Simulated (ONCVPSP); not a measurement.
# Configuration tests for Al (Z = 13) (ONCV)

```json
{"Element": "aluminium (Al)", "Generator": "ONCVPSP 4.0.1", "Type": "optimised norm-conserving Vanderbilt (ONCV)", "Functional": "PBE", "Relativity": "scalar-relativistic", "Frozen core": "[He]", "Valence charge": "11", "Reference configuration": "2s2 2p6 3s2 3p1", "Partial waves": "2s+3s: rc 1.25 bohr, ncon 4, nbas 7, qcut 12.2 1/bohr, 2 projectors; 2p+3p: rc 1.25 bohr, ncon 3, nbas 8, qcut 9.9 1/bohr, 3 projectors, debl 2 Ha; d scattering state at 0.02 Ha: rc 1.20 bohr, ncon 5, nbas 8, qcut 7.6 1/bohr, 2 projectors, debl 2.2 Ha", "Local potential": "polynomial inside 1.20 bohr (lpopt 5, dvloc0 3 Ha)", "Core correction": "Teter function, fcfact 5.5, rcfact 1.7"}
```

Energies are relative to the spin-unpolarised reference configuration 2s2 2p6 3s2 3p1; without spin polarisation the order of configurations can differ from experiment. Not all tests gave a result: 1 of 4 tests not solved or not reliable.

```json
{"valence configuration": "2s2 2p6 3s2 3p0", "charge": "+1", "ΔE all-electron (eV)": "5.761", "error AE − PS (meV)": "+0.1"}
{"valence configuration": "2s2 2p6 3s1 3p0", "charge": "+2", "ΔE all-electron (eV)": "24.987", "error AE − PS (meV)": "-2.1"}
{"valence configuration": "2s2 2p6 3s1 3p2", "charge": "0", "ΔE all-electron (eV)": "5.139", "error AE − PS (meV)": "-1.1"}
```

Levels in the configuration 2s2 2p6 3s1 3p2:

| level | all-electron (eV) | pseudo (eV) |
| --- | --- | --- |
| 2s | -109.984 | -110.042 |
| 2p | -71.451 | -71.484 |
| 3s | -8.574 | -8.576 |
| 3p | -3.343 | -3.343 |
